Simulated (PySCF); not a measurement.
SnH3, SMILES [SnH3+], charge +1. Atoms are numbered in the order given.

```xyz
4

Sn     0.0000     0.0000     0.0000
H      1.6863     0.0000     0.0000
H     -0.8431     1.4604     0.0000
H     -0.8431    -1.4604     0.0000
```
Charge +1, spin multiplicity 1.

Geometry: PBE0-D3(BJ)/def2-TZVPD. The spin state was assumed, not searched. The isomer is the one that the SMILES or the coordinates give; other isomers of the formula were not compared. The def2 effective core potentials stand for the cores of Sn; spin–orbit coupling is left out.

Level of theory: B3LYP/def2-TZVPD run with PySCF.

Symmetry labels are those of the subgroup C2v that the program uses (full group D3h).

Question: List the valence orbital energies around the gap with their symmetry. (An estimate is asked for; the answer gives what the named calculation found.)

Answer: 
```csv
orbital,symmetry,energy (eV)
HOMO−7,A1,-35.86
HOMO−6,A2,-35.65
HOMO−5,B2,-35.65
HOMO−4,B1,-35.39
HOMO−3,A1,-35.39
HOMO−2,A1,-20.96
HOMO−1,B1,-15.92
HOMO,A1,-15.92
LUMO,B2,-9.76
LUMO+1,A1,-7.08
LUMO+2,A1,-4.99
LUMO+3,B1,-4.99
```
